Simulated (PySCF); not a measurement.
# Computed records: CH4ClFSi, CH6AlO, BH8NSi2, CH4BO and others

Calculation on a computer-drawn molecule: the log of a Hartree-Fock and frozen-core CCSD(T) single point meant for a local Hartree-Fock minimum, with one planted fault or none, to be diagnosed. Offsets are logged minus clean, where the clean run is the same molecule without the fault. The reference is restricted for singlets and unrestricted otherwise, and also for a bond in bohr or an excited solution. Adding or removing an electron swaps singlet and doublet. The excited solution moves the top pair (singlet) or top alpha electron (doublet) to the lowest empty orbital. Highest occupied and lowest empty are orbital energies over both spins, largest force is the largest gradient component, triples share is (T) over the correlation energy, the T1 limit is 0.02 restricted and 0.045 unrestricted, electrons count all cores, a negative frequency is imaginary (commonest isotopes), and the dipole is about the centre of nuclear charge. Program: PySCF 2.14.0.

Common to all runs: logged SCF converged yes; logged CC converged yes; logged SCF stable within its kind yes; possible faults no fault, one electron removed, one electron added, multiplicity raised by two, geometry at a saddle point, SCF held on an excited solution, minimal basis STO-3G, one bond length entered in bohr, all coordinates scaled.

(1) 
```xyz
8
formula=CH4ClFSi meant_charge=0 meant_multiplicity=1 meant_basis=cc-pV(D+d)Z logged_electrons=50 logged_basis_functions=94 logged_spin_squared=0 logged_highest_occupied=-12.281 logged_lowest_empty=4.5554 logged_largest_force=6.799e-06 logged_lowest_frequency=157.64 logged_T1_diagnostic=0.0099745 logged_D1_diagnostic=0.026662 logged_triples_share=0.02121 logged_dipole_magnitude=2.4917 logged_energy_HF=-888.21425 logged_energy_CCSD(T)=-888.83467 planted_fault=no_fault HF_energy_offset_from_clean_run=0 CCSD(T)_energy_offset_from_clean_run=0
C     -1.4695     1.0890     1.0472
Si    -0.4806     0.6482    -0.4512
F      0.6875     1.7350    -0.6525
Cl    -1.6586     0.7070    -2.1370
H     -2.2722     0.3645     1.2038
H     -0.8279     1.0922     1.9326
H     -1.9147     2.0803     0.9375
H      0.1552    -0.6706    -0.3911
```

Units: logged_highest_occupied, logged_lowest_empty in eV; logged_largest_force in hartree/bohr; logged_lowest_frequency in cm⁻¹; logged_dipole_magnitude in debye; logged_energy_HF, logged_energy_CCSD(T) in hartree; HF_energy_offset_from_clean_run, CCSD(T)_energy_offset_from_clean_run in kcal/mol.

Drawn bonds:
```csv
atom,other atom,order
1,2,1
2,3,1
2,4,1
1,5,1
1,6,1
1,7,1
2,8,1
```

(2) 
```xyz
9
formula=CH6AlO meant_charge=-1 meant_multiplicity=1 meant_basis=aug-cc-pV(D+d)Z logged_electrons=34 logged_basis_functions=132 logged_spin_squared=0.345 logged_highest_occupied=-2.1931 logged_lowest_empty=3.3181 logged_largest_force=0.017862 logged_T1_diagnostic=0.052096 logged_D1_diagnostic=0.23819 logged_triples_share=0.028272 logged_dipole_magnitude=9.0232 logged_energy_HF=-358.11485 logged_energy_CCSD(T)=-358.62971 planted_fault=one_bond_length_entered_in_bohr,row_6_of_the_drawn_bonds HF_energy_offset_from_clean_run=54.8 CCSD(T)_energy_offset_from_clean_run=52.52
C     -0.4131    -1.0613    -0.6870
O     -1.4490    -0.1864    -0.4797
Al    -1.2612     1.5656    -0.2238
H      0.1685    -0.8250    -1.5921
H      0.3004    -1.0825     0.1521
H     -0.7902    -2.0870    -0.8098
H     -4.0820     2.7695     0.1500
H     -0.5070     2.2275    -1.5313
H     -0.3301     1.8225     1.1117
```

Units: logged_highest_occupied, logged_lowest_empty in eV; logged_largest_force in hartree/bohr; logged_dipole_magnitude in debye; logged_energy_HF, logged_energy_CCSD(T) in hartree; HF_energy_offset_from_clean_run, CCSD(T)_energy_offset_from_clean_run in kcal/mol.

Drawn bonds:
```csv
atom,other atom,order
1,2,1
2,3,1
1,4,1
1,5,1
1,6,1
3,7,1
3,8,1
3,9,1
```

Notes: T1 above single-reference limit.

(3) 
```xyz
12
formula=BH8NSi2 meant_charge=0 meant_multiplicity=1 meant_basis=cc-pV(D+d)Z logged_electrons=48 logged_basis_functions=114 logged_spin_squared=0 logged_highest_occupied=-10.153 logged_lowest_empty=1.4003 logged_largest_force=1.794e-05 logged_lowest_frequency=101.19 logged_T1_diagnostic=0.012447 logged_D1_diagnostic=0.035276 logged_triples_share=0.02525 logged_dipole_magnitude=1.5105 logged_energy_HF=-661.65296 logged_energy_CCSD(T)=-662.19225 planted_fault=no_fault HF_energy_offset_from_clean_run=0 CCSD(T)_energy_offset_from_clean_run=0
B     -2.0191    -0.4255    -0.7058
Si    -1.2050    -1.4901     0.8207
N      0.1001    -2.4923     0.2627
Si    -0.3501    -0.0622     2.5076
H     -1.7217    -0.6021    -1.8563
H     -2.8452     0.4159    -0.4758
H     -2.3378    -2.2442     1.4448
H     -0.0415    -3.0343    -0.5708
H      0.6075    -3.0416     0.9324
H      0.5830     0.9422     1.9375
H      0.3908    -0.8486     3.5282
H     -1.4549     0.6609     3.1861
```

Units: logged_highest_occupied, logged_lowest_empty in eV; logged_largest_force in hartree/bohr; logged_lowest_frequency in cm⁻¹; logged_dipole_magnitude in debye; logged_energy_HF, logged_energy_CCSD(T) in hartree; HF_energy_offset_from_clean_run, CCSD(T)_energy_offset_from_clean_run in kcal/mol.

Drawn bonds:
```csv
atom,other atom,order
1,2,1
2,3,1
2,4,1
1,5,1
1,6,1
2,7,1
3,8,1
3,9,1
4,10,1
4,11,1
4,12,1
```

(4) 
```xyz
7
formula=CH4BO meant_charge=0 meant_multiplicity=2 meant_basis=cc-pVDZ logged_electrons=24 logged_basis_functions=62 logged_spin_squared=0 logged_highest_occupied=1.339 logged_lowest_empty=9.3484 logged_largest_force=0.075145 logged_T1_diagnostic=0.017266 logged_D1_diagnostic=0.050739 logged_triples_share=0.027659 logged_dipole_magnitude=8.9056 logged_energy_HF=-139.62308 logged_energy_CCSD(T)=-140.09429 planted_fault=one_electron_added HF_energy_offset_from_clean_run=57.61 CCSD(T)_energy_offset_from_clean_run=34.68
B     -0.6492    -2.1816     0.0086
O     -0.4809    -1.7074     1.2341
C     -1.1638    -0.5896     1.7648
H     -1.4082    -1.7160    -0.8072
H     -0.4304     0.1602     2.0574
H     -1.8513    -0.1630     1.0340
H     -1.7185    -0.9064     2.6466
```

Units: logged_highest_occupied, logged_lowest_empty in eV; logged_largest_force in hartree/bohr; logged_dipole_magnitude in debye; logged_energy_HF, logged_energy_CCSD(T) in hartree; HF_energy_offset_from_clean_run, CCSD(T)_energy_offset_from_clean_run in kcal/mol.

Drawn bonds:
```csv
atom,other atom,order
1,2,1
2,3,1
1,4,1
3,5,1
3,6,1
3,7,1
```

Notes: highest electron not bound in this basis.

(5) 
```xyz
6
formula=BFH2NSi meant_charge=0 meant_multiplicity=2 meant_basis=cc-pV(D+d)Z logged_electrons=37 logged_basis_functions=75 logged_spin_squared=3.7724 logged_highest_occupied=-5.8567 logged_lowest_empty=-0.25948 logged_largest_force=0.22962 logged_T1_diagnostic=0.01779 logged_D1_diagnostic=0.057815 logged_triples_share=0.024141 logged_dipole_magnitude=4.7815 logged_energy_HF=-468.54109 logged_energy_CCSD(T)=-469.04157 planted_fault=multiplicity_raised_by_two HF_energy_offset_from_clean_run=103.2 CCSD(T)_energy_offset_from_clean_run=131.4
N     -2.5190    -1.0982    -1.9958
B     -1.4283    -1.0868    -1.4334
Si     0.3602    -1.1874    -0.5490
F      0.2863    -0.4722     0.9026
H     -3.3995    -1.0912    -2.4395
H      1.4139    -0.5143    -1.3325
```

Units: logged_highest_occupied, logged_lowest_empty in eV; logged_largest_force in hartree/bohr; logged_dipole_magnitude in debye; logged_energy_HF, logged_energy_CCSD(T) in hartree; HF_energy_offset_from_clean_run, CCSD(T)_energy_offset_from_clean_run in kcal/mol.

Drawn bonds:
```csv
atom,other atom,order
1,2,2
2,3,1
3,4,1
1,5,1
3,6,1
```

(6) 
```xyz
9
formula=CH5BNSi meant_charge=0 meant_multiplicity=2 meant_basis=cc-pV(D+d)Z logged_electrons=37 logged_basis_functions=90 logged_spin_squared=0.756 logged_highest_occupied=-8.1408 logged_lowest_empty=2.0078 logged_largest_force=0.01758 logged_T1_diagnostic=0.016271 logged_D1_diagnostic=0.048999 logged_triples_share=0.033749 logged_dipole_magnitude=1.2773 logged_energy_HF=-408.86534 logged_energy_CCSD(T)=-409.39117 planted_fault=all_coordinates_scaled,by_+1.3_% HF_energy_offset_from_clean_run=0.9817 CCSD(T)_energy_offset_from_clean_run=-0.9306
B     -0.3287    -2.3897    -2.2006
N     -0.0491    -1.2480    -1.7493
Si     0.4623     0.2678    -1.0766
C      0.4901     1.6291    -2.4099
H     -0.5982    -3.4636    -2.6296
H     -0.4621     0.6555     0.0463
H     -0.5174     1.7527    -2.8561
H      0.7970     2.5981    -1.9700
H      1.1986     1.3755    -3.2216
```

Units: logged_highest_occupied, logged_lowest_empty in eV; logged_largest_force in hartree/bohr; logged_dipole_magnitude in debye; logged_energy_HF, logged_energy_CCSD(T) in hartree; HF_energy_offset_from_clean_run, CCSD(T)_energy_offset_from_clean_run in kcal/mol.

Drawn bonds:
```csv
atom,other atom,order
1,2,1
2,3,2
3,4,1
1,5,1
3,6,1
4,7,1
4,8,1
4,9,1
```

(7) 
```xyz
6
formula=AlH3NSi meant_charge=1 meant_multiplicity=1 meant_basis=cc-pV(D+d)Z logged_electrons=36 logged_basis_functions=75 logged_spin_squared=0.8674 logged_highest_occupied=-14.378 logged_lowest_empty=-4.0467 logged_largest_force=0.015287 logged_T1_diagnostic=0.045923 logged_D1_diagnostic=0.1602 logged_triples_share=0.042223 logged_dipole_magnitude=2.3794 logged_energy_HF=-586.7031 logged_energy_CCSD(T)=-587.02521 planted_fault=one_bond_length_entered_in_bohr,row_5_of_the_drawn_bonds HF_energy_offset_from_clean_run=69.41 CCSD(T)_energy_offset_from_clean_run=76.9
Al    -0.0336     2.4625    -1.3220
N     -0.6309     1.0631    -1.9945
Si    -1.1976    -0.2773    -2.6349
H      0.5180     3.7567    -0.6991
H     -0.3255    -1.3849    -3.0273
H     -3.8975    -0.6732    -3.0822
```

Units: logged_highest_occupied, logged_lowest_empty in eV; logged_largest_force in hartree/bohr; logged_dipole_magnitude in debye; logged_energy_HF, logged_energy_CCSD(T) in hartree; HF_energy_offset_from_clean_run, CCSD(T)_energy_offset_from_clean_run in kcal/mol.

Drawn bonds:
```csv
atom,other atom,order
1,2,1
2,3,2
1,4,1
3,5,1
3,6,1
```

Notes: T1 above single-reference limit.

(8) 
```xyz
7
formula=BH4OSi meant_charge=1 meant_multiplicity=1 meant_basis=cc-pV(D+d)Z logged_electrons=30 logged_basis_functions=71 logged_spin_squared=0.681 logged_highest_occupied=-14.749 logged_lowest_empty=-5.2391 logged_largest_force=0.018156 logged_T1_diagnostic=0.070563 logged_D1_diagnostic=0.28651 logged_triples_share=0.03087 logged_dipole_magnitude=3.6845 logged_energy_HF=-390.45863 logged_energy_CCSD(T)=-390.84442 planted_fault=one_bond_length_entered_in_bohr,row_4_of_the_drawn_bonds HF_energy_offset_from_clean_run=81.04 CCSD(T)_energy_offset_from_clean_run=80.01
B     -1.4294    -0.8228    -3.1105
O     -1.0631    -0.7999    -1.7484
Si    -0.6591    -0.7808    -0.2560
H     -2.4331    -1.3964    -3.3744
H     -0.0470     0.2281    -4.5268
H     -1.1392     0.3132     0.5741
H      0.1819    -1.8574     0.2443
```

Units: logged_highest_occupied, logged_lowest_empty in eV; logged_largest_force in hartree/bohr; logged_dipole_magnitude in debye; logged_energy_HF, logged_energy_CCSD(T) in hartree; HF_energy_offset_from_clean_run, CCSD(T)_energy_offset_from_clean_run in kcal/mol.

Drawn bonds:
```csv
atom,other atom,order
1,2,1
2,3,1
1,4,1
1,5,1
3,6,1
3,7,1
```

Notes: T1 above single-reference limit.

(9) 
```xyz
7
formula=CH3B2O meant_charge=0 meant_multiplicity=2 meant_basis=cc-pVDZ logged_electrons=26 logged_basis_functions=71 logged_spin_squared=0 logged_highest_occupied=-19.755 logged_lowest_empty=-9.2836 logged_largest_force=0.056097 logged_T1_diagnostic=0.036887 logged_D1_diagnostic=0.14723 logged_triples_share=0.036952 logged_dipole_magnitude=6.3398 logged_energy_HF=-163.47864 logged_energy_CCSD(T)=-163.96866 planted_fault=one_electron_removed HF_energy_offset_from_clean_run=244.9 CCSD(T)_energy_offset_from_clean_run=247.7
B     -1.1253     1.5882     0.8988
C     -0.5245     0.6639    -0.2050
B     -1.3541    -0.1947    -1.1584
O     -1.9961    -0.8652    -1.9031
H     -2.3115     1.6591     1.0428
H     -0.3962     2.2264     1.6015
H      0.5528     0.6026    -0.3317
```

Units: logged_highest_occupied, logged_lowest_empty in eV; logged_largest_force in hartree/bohr; logged_dipole_magnitude in debye; logged_energy_HF, logged_energy_CCSD(T) in hartree; HF_energy_offset_from_clean_run, CCSD(T)_energy_offset_from_clean_run in kcal/mol.

Drawn bonds:
```csv
atom,other atom,order
1,2,1
2,3,1
3,4,2
1,5,1
1,6,1
2,7,1
```

Notes: T1 above single-reference limit.

(10) 
```xyz
6
formula=Al2H3O meant_charge=0 meant_multiplicity=2 meant_basis=cc-pV(D+d)Z logged_electrons=36 logged_basis_functions=75 logged_spin_squared=0 logged_highest_occupied=-15.378 logged_lowest_empty=-6.1155 logged_largest_force=0.032779 logged_T1_diagnostic=0.019096 logged_D1_diagnostic=0.050334 logged_triples_share=0.021332 logged_dipole_magnitude=6.0064 logged_energy_HF=-560.21798 logged_energy_CCSD(T)=-560.54882 planted_fault=one_electron_removed HF_energy_offset_from_clean_run=155.1 CCSD(T)_energy_offset_from_clean_run=158.7
O     -0.5948    -1.2895    -1.2959
Al     1.0688    -1.6213    -1.3943
Al     2.6464     0.4458    -1.2415
H     -1.3033    -1.9107    -1.2501
H      1.5202    -3.1454    -1.3939
H      3.2248     1.2568    -2.4883
```

Units: logged_highest_occupied, logged_lowest_empty in eV; logged_largest_force in hartree/bohr; logged_dipole_magnitude in debye; logged_energy_HF, logged_energy_CCSD(T) in hartree; HF_energy_offset_from_clean_run, CCSD(T)_energy_offset_from_clean_run in kcal/mol.

Drawn bonds:
```csv
atom,other atom,order
1,2,1
2,3,1
1,4,1
2,5,1
3,6,1
```
